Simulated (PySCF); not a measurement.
# TDDFT excited states: C3H10N2Si

C3H10N2Si.
SMILES with atom numbers: `[NH2:1][SiH2:2][NH:3][CH:4]1[CH2:5][CH2:6]1` (hydrogens: H7, H8 on N1; H9, H10 on Si2; H11 on N3; H12 on C4; H13, H14 on C5; H15, H16 on C6)

Computed, not measured: TDDFT CAM-B3LYP/def2-SVPD, vertical, gas phase, core orbitals frozen in the response (PySCF 2.14.0, density-fitted response routines). Geometry: PBE0-D3(BJ)/def2-SVP, one conformer, isolated molecule. Torsions of this conformer, `[NH2:1][SiH2:2][NH:3][CH:4]1[CH2:5][CH2:6]1`: N1–Si2–N3–C4 150°, Si2–N3–C4–C5 115°, H–N1–Si2–N3 150°, H–N1–Si2–N3 -62°.

| state | E (eV) | ν̃ (cm⁻¹) | f | \|μ\| (D) | main configurations (H = HOMO, L = LUMO) |
| --- | --- | --- | --- | --- | --- |
| S1 | 6.29 | 50750 | 0.023 | 0.99 | H→L (72%) |
| S2 | 6.54 | 52760 | 0.014 | 0.76 | H-1→L (37%), H→L+1 (36%), H→L+4 (11%) |
| S3 | 6.78 | 54720 | 0.023 | 0.95 | H-1→L (47%), H→L+1 (18%), H→L (14%) |
| S4 | 7.13 | 57500 | 0.029 | 1.03 | H→L+2 (67%), H→L+1 (16%) |
| S5 | 7.22 | 58230 | 0.017 | 0.78 | H→L+3 (68%), H→L+4 (13%) |
| S6 | 7.41 | 59730 | 0.0069 | 0.49 | H→L+4 (45%), H→L+5 (17%), H→L+3 (13%) |

The lowest singlet comes at 197 nm (607 kJ/mol) in the vacuum ultraviolet; it is weak; its leading configuration is HOMO→LUMO (72%). The most intense listed level is S4 at 7.13 eV (174 nm, f = 0.029), 0.84 eV above S1. Löwdin shares by element: HOMO nitrogen 47% or more, carbon 18% or more, silicon 9% (atoms not listed hold the other 26%); LUMO silicon 38%, hydrogen 27% or more, nitrogen 13% or more (atoms not listed hold the other 22%). Weighted by f, the mean energy of these states is 6.84 eV. Of the 6 states listed, 5 reach f = 0.01 and none stays under 0.0005. Orbital energies (eV): HOMO-3 -10.31, HOMO-2 -9.51, HOMO-1 -8.90, HOMO -7.95, LUMO 1.21, LUMO+1 1.75, LUMO+2 1.95. The window holds the lowest 6 singlets.

Without π bonds the low states are Rydberg-like; a valence basis with one diffuse set may place them up to an eV too high.
